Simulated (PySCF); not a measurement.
# Electronic structure of Cd³⁺ (cadmium, charge +3) at the UHF level

Configuration: [Kr] 4d9, 2D determinant. Calculation: PySCF 2.14, in def2-TZVP with the def2 core potential (28 electrons) (6s4p3d1f, 40 functions); a scalar-relativistic core potential.

```json
{
 "Total energy": "-164.717975 hartree",
 "One-electron energy": "-272.6097 hartree",
 "Hartree (Coulomb) energy": "121.6432 hartree",
 "Exchange energy": "-13.7514 hartree",
 "⟨S²⟩": "0.7515",
 "⟨L²⟩": "6.017",
 "Sum of ⟨r⟩": "18.43 bohr",
 "Sum of ⟨r²⟩": "23.08 bohr²",
 "Traceless quadrupole moment −½Σ⟨3z² − r²⟩ along its main axis": "-0.472 e·bohr²",
 "Time after the integrals": "0.1 s of wall time on 1 thread of Neoverse-V2 (shared host)"
}
```

```
shell  electrons  mean orbital energy (eV)  spread (eV)  rms radius, mean of both spins (bohr)
 4s α          1                   -167.13            0                                  0.942
 4s β          1                   -164.68            0                                  0.942
 4p α          3                   -122.63        2.111                                   1.03
 4p β          3                   -119.67        1.428                                   1.03
 4d α          5                   -54.763        2.431                                   1.29
 4d β          4                   -53.453        1.855                                   1.29
```

Energies and moments cover only the electrons outside the core potential.
